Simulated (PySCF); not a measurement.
C2H6ClNSi2, SMILES C([SiH2]N)#C[SiH2]Cl.

Geometry: B3LYP-D3(BJ)/def2-SVP. This is a generated structure with no PubChem entry under its InChIKey; it may be hypothetical. Other conformers were not sampled.

Computed with PySCF with B3LYP-D3(BJ)/def2-SVP.

Frequencies are harmonic and unscaled.

A small imaginary wavenumber (i) marks a very flat motion, where grid noise or a shallow saddle decides the sign.

Question: Give all harmonic wavenumbers and intensities. (The exact figures need the calculation; the answer reports its results.)

Answer: 
```tsv
mode	ν (cm⁻¹)	IR (km/mol)	moving atoms (share of kinetic energy)
1	5i	2.9	Si 34 %, H 32 %, N 21 %, Cl 12 %
2	46	1.5	Cl 39 %, N 30 %, C 20 %, H 8 %
3	100	0.0	C 58 %, H 28 %, Si 12 %
4	144	0.1	Si 30 %, C 20 %, N 19 %, Cl 19 %, H 13 %
5	206	18.7	H 90 %
6	264	18.4	C 54 %, Cl 12 %, Si 12 %, N 11 %, H 10 %
7	311	0.2	C 70 %, H 29 %
8	407	85.4	Si 48 %, H 35 %, C 11 %
9	428	1.1	C 71 %, Si 20 %
10	470	223.4	H 42 %, N 26 %, Si 21 %, C 10 %
11	548	56.1	Si 52 %, Cl 40 %
12	556	46.9	H 76 %, Si 13 %, C 11 %
13	616	45.5	H 70 %, Si 17 %, C 11 %
14	728	4.3	H 92 %
15	772	14.3	H 89 %
16	797	309.0	C 67 %, Si 26 %
17	853	111.6	N 44 %, H 26 %, Si 26 %
18	878	501.1	H 90 %
19	916	41.5	H 80 %, N 15 %
20	918	243.2	H 81 %, Si 16 %
21	927	63.5	H 88 %, Si 9 %
22	958	90.3	H 95 %
23	1550	36.1	H 90 %, N 10 %
24	2220	6.7	C 98 %
25	2247	102.3	H 97 %
26	2248	110.0	H 96 %
27	2256	90.2	H 97 %
28	2258	105.3	H 95 %
29	3560	28.9	H 96 %
30	3649	30.0	H 91 %, N 9 %
```
